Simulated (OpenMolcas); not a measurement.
# Br2+: from CASSCF to CASPT2

- Program: OpenMolcas 26.06
- Basis: ANO-RCC-VTZP [6s5p3d1f]
- Scalar Hamiltonian: DKH2, point nucleus
- Active space: 3 electrons in 3 orbitals (4p)
- State averaging: 2S+1 = 4 odd, 1 root; 2S+1 = 2 odd, 8 roots
- Spin-orbit coupling: state interaction with AMFI integrals over the reference wave functions, term energies averaged over their components

Methods on the same reference wave functions:
A. CASSCF
B. SS-CASPT2, IPEA 0.25 Eh, imaginary shift 0.1 Eh (closed shells correlated: 3d 4s)
C. XMS-CASPT2, IPEA 0.25 Eh, imaginary shift 0.1 Eh (closed shells correlated: 3d 4s)

Energies in cm-1 above 4s2 4p3 4S* 3/2, the measured ground level; measured values from Moore, Atomic Energy Levels, vol. II, NSRDS-NBS 35 (1971 reprint of NBS Circular 467, 1952).

| Level | A | B | C | Measured |
| --- | --- | --- | --- | --- |
| 4s2 4p3 4S* 3/2 | 0.0 | 0.0 | 0.0 | 0.0 |
| 4s2 4p3 2D* 3/2 | 19822 | 16570 | 15890 |  |
| 4s2 4p3 2D* 5/2 | 20572 | 17390 | 16730 |  |
| 4s2 4p3 2P* 1/2 | 34004 | 29260 | 28290 | 26915 |
| 4s2 4p3 2P* 3/2 | 35020 | 30400 | 29460 | 28579 |

Deviations, from unrounded energies. A percentage is the sum of absolute deviations over the sum of measured energies, with the sign that they share, or ± where signs differ.

```
                        Against measurement  Levels      A     B     C
             mean absolute deviation (cm-1)       2   6800  2100  1100
other terms of the ground configuration (%)       2  +24.4  +7.5  +4.1
```

C lies closest to measurement on these levels and A furthest from it. The largest miss of C in the table is 4s2 4p3 2P* 1/2, by +1400 cm-1. The ranking rests on the paired levels alone, and a cruder setting can come out closer through cancelling errors.

Between B and C the level of the table that moves most is 4s2 4p3 2P* 1/2, by 980 cm-1 (lowest in C, highest in B). Moves below CASPT2's spread within the term are not significant.

The mean deviations of B to C differ by less than CASPT2's widest spread within a term (1900 cm-1), so their order carries little weight.

From A to B the spin-free energies of the other terms of 4s2 4p3 shown, above 4S*, scale by factors of 0.84 to 0.86.

The lowest spin-free term lies below A's lowest term by 0.127 hartree in B, 0.127 hartree in C.

Term energies are means over components that CASPT2 splits; among the terms shown or strongly mixed into the levels shown the widest spread is 1900 cm-1 (4s2 4p3 2D*, C). With the s shell closed, the reference lacks s² → p² mixing. Computed and measured levels are paired by configuration, term and J; levels that our copy of the source lacks, or whose pairing is in doubt (as where it misses far off the trend of its configuration), stay unpaired and out of the deviations. Only configurations of the active space appear.

* marks odd parity.
